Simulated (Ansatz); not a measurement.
The cluster Ga3N3, relaxed as a singlet with RKS B3LYP-D4/def2-SVP in Ansatz, starting from the GFN1-xTB geometry. Force threshold 0.02 eV/Å.

The structure comes from a short search, and lower isomers may exist.

Start:

```
atom   x (Å)   y (Å)   z (Å)
 Ga1   1.588  -1.159  -0.347
 Ga2  -3.076   0.743  -1.890
 Ga3  -0.663  -0.699   0.647
  N4  -1.801   0.012  -0.634
  N5   2.417   0.560   0.745
  N6   1.535   0.543   1.480
```

```json
{"step": "1", "energy (eV)": "-161583.7789", "largest force component (eV/Å)": "2.939", "SCF passes": "23"}
{"step": "2", "energy (eV)": "-161584.1659", "largest force component (eV/Å)": "4.576", "SCF passes": "30"}
{"step": "3", "energy (eV)": "-161584.4254", "largest force component (eV/Å)": "4.884", "SCF passes": "30"}
{"step": "4", "energy (eV)": "-161584.6418", "largest force component (eV/Å)": "2.874", "SCF passes": "29"}
{"step": "5", "energy (eV)": "-161584.7162", "largest force component (eV/Å)": "0.622", "SCF passes": "25"}
{"step": "6", "energy (eV)": "-161584.7236", "largest force component (eV/Å)": "0.546", "SCF passes": "23"}
{"step": "7", "energy (eV)": "-161584.7276", "largest force component (eV/Å)": "0.080", "SCF passes": "24"}
{"step": "8", "energy (eV)": "-161584.7305", "largest force component (eV/Å)": "0.610", "SCF passes": "24"}
{"step": "9", "energy (eV)": "-161584.7620", "largest force component (eV/Å)": "0.798", "SCF passes": "28"}
{"step": "10", "energy (eV)": "-161584.8075", "largest force component (eV/Å)": "1.552", "SCF passes": "29"}
{"step": "11", "energy (eV)": "-161584.8682", "largest force component (eV/Å)": "0.780", "SCF passes": "28"}
{"step": "12", "energy (eV)": "-161584.9112", "largest force component (eV/Å)": "0.529", "SCF passes": "29"}
{"step": "13", "energy (eV)": "-161584.9356", "largest force component (eV/Å)": "0.148", "SCF passes": "26"}
{"step": "14", "energy (eV)": "-161584.9426", "largest force component (eV/Å)": "0.056", "SCF passes": "28"}
{"step": "15", "energy (eV)": "-161584.9434", "largest force component (eV/Å)": "0.021", "SCF passes": "23"}
{"step": "16 (rejected)", "energy (eV)": "-161584.9431", "largest force component (eV/Å)": "0.303", "SCF passes": "23"}
{"step": "17", "energy (eV)": "-161584.9435", "largest force component (eV/Å)": "0.050", "SCF passes": "25"}
{"step": "18", "energy (eV)": "-161584.9437", "largest force component (eV/Å)": "0.007", "SCF passes": "23"}
{"step": "19", "energy (eV)": "-161584.9438", "largest force component (eV/Å)": "0.088", "SCF passes": "23"}
{"step": "20", "energy (eV)": "-161584.9438", "largest force component (eV/Å)": "0.021", "SCF passes": "25"}
{"step": "21", "energy (eV)": "-161584.9439", "largest force component (eV/Å)": "0.001", "SCF passes": "24"}
```

Force components are those of the run's own axes.

End:

```xyz
6

Ga    1.7461   -2.1228    0.0108
Ga   -3.5336    0.9806   -1.2941
Ga   -0.5578   -0.8598   -0.5922
N    -1.9980    0.0247   -0.9330
N     2.1056    0.4894    1.1823
N     2.2378    1.4879    1.6261
```

Bonds lost: Ga1–N5 (atoms count from 1). The end holds 2 separate pieces.

The force fell under the threshold at step 18, but the optimiser went on. No frequencies were taken in this run, so the end may be a saddle point.

Run time 93 s (4 threads of Arm Neoverse N1 on a shared host).
